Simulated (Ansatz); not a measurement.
Program: Ansatz. Geometries: PBE0-D4/def2-TZVP. ΔE: electronic, gas phase. CCSD(T)/CBS adds triple-zeta CCSD(T) − MP2 to the extrapolated MP2 energy (def2 sets, frozen cores). This one scheme is used for every species. Functionals use def2-TZVPP. One conformer a species, not always the lowest.

Reaction (substitution at a C–Si bond): `N[SiH2]C(O)F` + HCl → `OC(F)Cl` + `N[SiH3]`

`N[SiH2]C(O)F`:

```xyz
11

N     0.235   -0.258   -1.503
Si    0.930    0.062    0.048
C    -0.597    0.098    1.196
O    -1.639    0.738    0.571
F    -0.943   -1.242    1.453
H    -0.003   -1.206   -1.752
H     0.580    0.240   -2.307
H     1.556    1.407   -0.025
H     1.913   -0.947    0.523
H    -0.460    0.565    2.174
H    -1.571    0.544   -0.377
```

HCl:

```xyz
2

Cl    0.318    0.452    0.321
H    -0.318   -0.452   -0.321
```

`OC(F)Cl`:

Cartesian coordinates in Å:
```
O -1.004 -0.497 0.112
C 0.044 0.335 -0.038
F 0.528 0.303 -1.305
Cl 1.410 -0.084 1.048
H -0.711 -1.407 -0.020
H -0.268 1.349 0.202
```

`N[SiH3]`:

```xyz
7

N     0.979    0.287   -0.310
Si   -0.641   -0.104    0.115
H     1.536   -0.381   -0.817
H     1.551    0.809    0.335
H    -1.321   -0.616   -1.102
H    -0.806   -1.135    1.184
H    -1.299    1.139    0.595
```

```csv
species,B2PLYP energy (Eh)
`N[SiH2]C(O)F`,-560.87635
HCl,-460.68739
`OC(F)Cl`,-674.42075
`N[SiH3]`,-347.13338
```

Work out ΔE.

ΔE = (-674.42075) + (-347.13338) − (-560.87635) − (-460.68739) = 0.00961 Eh = +25.2 kJ/mol. CCSD(T)/CBS gives +31.3 kJ/mol.

Largest T1 diagnostic among the species: 0.012.

In def2-TZVPP, CCSD(T) changes the Hartree–Fock value by +17.8 kJ/mol (the triples alone add +0.5 kJ/mol) and MP2 by +16.3 kJ/mol. The D4 term adds +5.9 kJ/mol with B3LYP and +3.4 kJ/mol with PBE0; it sums over pairs of atoms, weighted by their polarisabilities, and B3LYP, whose exchange is more repulsive, gets the larger term.

B3LYP here is the variant with VWN-RPA as its local correlation; programs differ in this.
